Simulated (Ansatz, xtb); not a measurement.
# C6H7BO2: which of two isomers lies lower

Structure I: `OB(O)C=C1C=CC=C1`, a singlet. Structure II: `B1Cc2occc2CO1`, a singlet. Both are isolated molecules in the gas phase, relaxed with r2SCAN-D4/def2-SVP; the shapes shown needn't be the lowest conformers.

I (Å):

| atom | x (Å) | y (Å) | z (Å) |
| --- | --- | --- | --- |
| C | -0.3448 | -1.8516 | 0.3909 |
| C | 0.1760 | -0.6395 | 0.0562 |
| C | 0.5217 | -0.1322 | -1.2856 |
| C | 1.0090 | 1.1282 | -1.1352 |
| C | 0.9996 | 1.4863 | 0.2958 |
| C | 0.5053 | 0.4389 | 1.0066 |
| B | -0.7160 | -3.0327 | -0.5634 |
| O | -1.2325 | -4.1473 | 0.0436 |
| O | -0.5223 | -2.9222 | -1.9145 |
| H | -1.4598 | -4.8726 | -0.5503 |
| H | -0.7787 | -3.6977 | -2.4271 |
| H | -0.5268 | -2.0205 | 1.4613 |
| H | 0.3943 | -0.6972 | -2.2068 |
| H | 1.3571 | 1.7865 | -1.9345 |
| H | 1.3390 | 2.4433 | 0.6984 |
| H | 0.3629 | 0.3707 | 2.0861 |

II (Å):

```xyz
16

C     0.3174   -2.7280   -0.7873
C     0.7698   -1.3354   -0.6089
C     2.1137    0.3939   -0.5809
C     0.8929    0.8678   -0.1856
C     0.0150   -0.2674   -0.2051
C    -1.4351   -0.3882    0.1233
B    -1.2268   -2.7953   -0.4385
O     2.0523   -0.9393   -0.8403
O    -1.9361   -1.7161   -0.0421
H    -1.8562   -3.8273   -0.5096
H     0.4792   -3.0993   -1.8185
H     0.8706   -3.4413   -0.1444
H     3.0859    0.8603   -0.7225
H     0.6550    1.8962    0.0835
H    -1.6385   -0.0933    1.1685
H    -2.0498    0.2717   -0.5150
```

Estimate E(II) − E(I) at the level CCSD(T)/def2-SVP + ΔMP2/def2-TZVPP.

Calculated at CCSD(T)/def2-SVP + ΔMP2/def2-TZVPP: E(II) − E(I) = +32.6 kcal/mol, so structure I lies lower.

How the difference moves with the method:

```tsv
level	geometry	E(II) − E(I) (kcal/mol)	departure from the last row (kcal/mol)	job, with rough time for the two
GFN2-xTB	GFN2-xTB	−18.4	−50.9	optimisation, 0.28 s
HF/STO-3G	GFN2-xTB	−32.1	−64.7	single point, 0.58 s
r2SCAN-D4/def2-SVP//GFN2-xTB	GFN2-xTB	+23.8	−8.8	single point, 4.1 s
r2SCAN-D4/def2-SVP	r2SCAN-D4/def2-SVP	+23.4	−9.2	optimisation, 35 s
HF/def2-SVP	r2SCAN-D4/def2-SVP	+31.2	−1.4	part of the CCSD(T) run
MP2/def2-SVP	r2SCAN-D4/def2-SVP	+28.1	−4.5	part of the CCSD(T) run
CCSD(T)/def2-SVP	r2SCAN-D4/def2-SVP	+28.8	−3.8	single point
CCSD(T)/def2-SVP + ΔMP2/def2-TZVPP	r2SCAN-D4/def2-SVP	+32.6		single point, 93 s
```

As drawn, II has 2 C∷O, 3 C∷C, 1 C–O, 1 B–H, 1 C–H in place of 1 B–O, 3 C=C, 1 C–C, 2 O–H (∷ is an aromatic bond). Structure I has a 5-membered ring, II a 5-membered ring and a 6-membered ring (with an aromatic ring).

GFN2-xTB, HF/STO-3G put the two in the other order. The largest departure from CCSD(T)/def2-SVP + ΔMP2/def2-TZVPP is that of HF/STO-3G, 64.7 kcal/mol. The last row adds to CCSD(T) the change of the MP2 difference between the two basis sets, here +3.8 kcal/mol, a large step that makes the value less sure.

With thermal terms from frequencies at re-optimised GFN2-xTB minima (ideal gas, soft modes damped towards free rotors, one conformer each, 298.15 K, 1 atm): the zero-point term adds +1.2 kcal/mol; ΔH is +32.9 and ΔG +35.0 kcal/mol.

The correlated steps freeze 9 core orbitals. Programs: Ansatz 0.2.0, xtb 6.7.1; the last row on 2 threads of Intel(R) Xeon(R) 6975P-C (Granite Rapids) on a shared host.
